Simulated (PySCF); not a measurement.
C10H2F6S, SMILES Fc1ccsc1-c1c(F)c(F)c(F)c(F)c1F, GFN2-xTB optimised geometry.

```
19

F      0.86    -2.99     0.00
C      1.50    -1.82     0.00
C      2.91    -1.82     0.00
C      3.42    -0.56     0.00
S      2.20     0.63     0.00
C      0.92    -0.57     0.00
C     -0.47    -0.15     0.00
C     -1.57    -1.03     0.00
F     -1.41    -2.35     0.00
C     -2.89    -0.58     0.00
F     -3.88    -1.48     0.00
C     -3.19     0.78     0.00
F     -4.45     1.20     0.00
C     -2.13     1.68     0.00
F     -2.36     2.99     0.00
C     -0.82     1.22     0.00
F      0.14     2.16     0.00
H      3.49    -2.73     0.00
H      4.45    -0.26     0.00
```

Density from CAM-B3LYP/def2-SVP (PySCF 2.14.0) at that geometry.

Minimum of the electron density along straight lines between bonded atoms, close to the bond critical point (lines longer than 1.1 times the sum of covalent radii, or with two minima, are not listed):

```
bond     length / Å  ρ at the minimum / e bohr⁻³  ∇²ρ there / e bohr⁻⁵  position (fraction from the first atom)
-------  ----------  ---------------------------  --------------------  ---------------------------------------
F1–C2         1.331                        0.264                  0.17                                     0.67
C2–C3         1.407                        0.307                 -0.80                                     0.52
C3–C4         1.358                        0.326                 -0.84                                     0.49
C4–S5         1.704                        0.226                 -0.55                                     0.48
C2–C6         1.384                        0.312                 -0.76                                     0.51
S5–C6         1.750                        0.207                 -0.44                                     0.53
C6–C7         1.453                        0.272                 -0.65                                     0.50
C7–C8         1.407                        0.303                 -0.76                                     0.49
C8–F9         1.331                        0.267                  0.14                                     0.33
C8–C10        1.391                        0.319                 -0.84                                     0.50
C10–F11       1.334                        0.265                  0.13                                     0.33
C10–C12       1.389                        0.319                 -0.84                                     0.50
C12–F13       1.332                        0.266                  0.13                                     0.33
C12–C14       1.389                        0.318                 -0.84                                     0.50
C14–F15       1.334                        0.264                  0.13                                     0.33
C7–C16        1.407                        0.303                 -0.76                                     0.48
C14–C16       1.388                        0.320                 -0.85                                     0.50
C16–F17       1.340                        0.259                  0.15                                     0.33
C3–H18        1.074                        0.285                 -1.12                                     0.64
C4–H19        1.072                        0.287                 -1.15                                     0.65
```
